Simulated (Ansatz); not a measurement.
A structure relaxed at PBE0-D4/def2-TZVP, charge 0, multiplicity 1:

Cartesian coordinates in Å:
```
C -0.921 -1.767 -1.027
C -0.393 -0.584 -0.297
C -1.113 0.465 0.101
C -0.401 1.561 0.815
S 1.340 1.176 0.560
O 1.810 1.926 -0.572
O 2.059 1.217 1.803
C 1.065 -0.522 0.036
H -0.433 -1.871 -2.001
H -0.724 -2.690 -0.473
H -1.997 -1.684 -1.187
H -2.179 0.539 -0.086
H -0.580 2.554 0.398
H -0.591 1.582 1.891
H 1.716 -0.714 -0.820
H 1.344 -1.188 0.857
```

Question: Give its formula and SMILES.

Answer: C5H8O2S, `CC1=CCS(=O)(=O)C1`.

Question: Point group (tolerance 0.08 Å, 0.16 Å for H)?

Answer: C1.

Question: Summarise the bond lengths by kind.

Answer: 4 × C–C 1.333 to 1.497 Å; 8 × C–H 1.085 to 1.095 Å; 2 × C–S 1.798 to 1.800 Å; 2 × O–S 1.436 to 1.437 Å.

Results of the Gaussian-basis code of Ansatz.
